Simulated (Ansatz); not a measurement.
`Sc1ccc(-c2ccc(-c3ccc(-c4ccc(S)o4)o3)o2)o1`. Total charge 0; singlet. Geometry PBE-D4/def2-SVP.

```xyz
32

S     0.574   -2.166    7.610
C     1.006   -1.370    6.113
C     2.164   -0.718    5.732
C     2.017   -0.394    4.351
C     0.766   -0.865    3.977
C     0.035   -0.821    2.744
C    -1.220   -1.284    2.371
C    -1.384   -0.939    1.001
C    -0.218   -0.287    0.618
C     0.219    0.288   -0.618
C     1.385    0.940   -1.001
C     1.221    1.285   -2.371
C    -0.035    0.822   -2.744
C    -0.765    0.865   -3.977
C    -2.017    0.394   -4.350
C    -2.165    0.717   -5.731
C    -1.006    1.370   -6.113
S    -0.575    2.165   -7.610
O    -0.153    1.472   -5.039
O    -0.646    0.214   -1.679
O     0.646   -0.214    1.679
O     0.153   -1.472    5.039
H    -0.503   -1.382    7.923
H     3.013   -0.494    6.387
H     2.724    0.131    3.701
H    -1.926   -1.809    3.022
H    -2.246   -1.137    0.356
H     2.247    1.138   -0.356
H     1.926    1.810   -3.023
H    -2.724   -0.132   -3.701
H    -3.013    0.493   -6.386
H     0.502    1.381   -7.923
```

Single mean-field runs in def2-TZVP are fitted with def2-universal-jkfit.

Estimate the orbital energies around the gap (eV) in Ansatz with PBE-D4/def2-SVP, PBE-D4/def2-TZVP, r2SCAN-D4/def2-TZVP, PBE0-D4/def2-SVP, PBE0-D4/def2-TZVP.


```csv
orbital,PBE-D4/def2-SVP,PBE-D4/def2-TZVP,r2SCAN-D4/def2-TZVP,PBE0-D4/def2-SVP,PBE0-D4/def2-TZVP
HOMO−9,-7.53,-7.59,-7.86,-8.87,-8.86
HOMO−8,-7.20,-7.29,-7.57,-8.55,-8.57
HOMO−7,-7.11,-7.21,-7.48,-8.45,-8.47
HOMO−6,-7.09,-7.19,-7.47,-8.43,-8.46
HOMO−5,-7.04,-7.13,-7.41,-8.38,-8.41
HOMO−4,-6.73,-6.82,-7.07,-7.98,-8.02
HOMO−3,-6.33,-6.46,-6.74,-7.64,-7.71
HOMO−2,-6.02,-6.14,-6.37,-7.24,-7.28
HOMO−1,-5.32,-5.41,-5.55,-6.32,-6.33
HOMO,-4.47,-4.54,-4.63,-5.28,-5.28
LUMO,-2.40,-2.53,-2.49,-1.80,-1.89
LUMO+1,-1.66,-1.84,-1.73,-0.91,-1.05
LUMO+2,-0.93,-1.16,-0.97,-0.05,-0.24
LUMO+3,-0.38,-0.66,-0.41,0.59,0.31
LUMO+4,-0.12,-0.41,-0.13,0.87,0.58
LUMO+5,0.46,-0.02,0.29,1.49,0.99
```
